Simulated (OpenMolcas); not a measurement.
Pm2+ among 2 point charges of -2 e arranged as a linear pair (D∞h), 2.7 Å from the ion.

* Program: OpenMolcas
* Method: CASSCF
* Basis: ANO-RCC-VDZP [7s6p4d2f1g]
* Scalar Hamiltonian: DKH2, point nucleus
* Active space: 5 electrons in 7 orbitals (4f)
* State averaging: 2S+1 = 6 odd, 21 roots; 2S+1 = 4 odd, 128 roots kept (CI in the orbitals of an earlier block, 108 in the spin-orbit step); 2S+1 = 2 odd, 149 roots kept (CI in the orbitals of an earlier block, 40 in the spin-orbit step)
* Spin-orbit coupling: state interaction with AMFI integrals over the reference wave functions

(1) What is the spin-free ground state (labels by Λ)?

(2) Where is the first state of the same spin?

(3) What are the lowest two levels with spin-orbit coupling?

(4) What is χT at 300 K, and how does it compare with the textbook value?

Answers

(1) 6Σ, 1-fold in its orbital part, 97 % from free-ion H terms; it has the highest spin that f5 allows.

(2) 6Π at 95 cm-1 above the ground state.

(3) A 2-fold level with g = 0.18, 0.18, 1.20, then a 2-fold level 332.0 cm-1 above it. Their leading multiplicities are 6 (98 %) and 6 (98 %).

(4) Hund's rules give f5 the level 6H5/2 with g = 0.286, so an isolated free-ion multiplet has χT = g² J(J+1) / 8 = 0.089 cm3 K/mol. The computed 0.381 at 300 K differs by +327 %, through the field's splitting, the mixing of terms and any other multiplet in reach.

High states are left out of the spin-orbit mixing, which shifts the levels that they would mix with. This is an electrostatic model: the charges have no orbitals. The first state left out of the spin-orbit step lies near 35000 cm-1 above the lowest spin-free state of the reference (among the parities and spins computed), and the lists stop at four fifths of that energy or lower. No measured value stands beside these numbers.
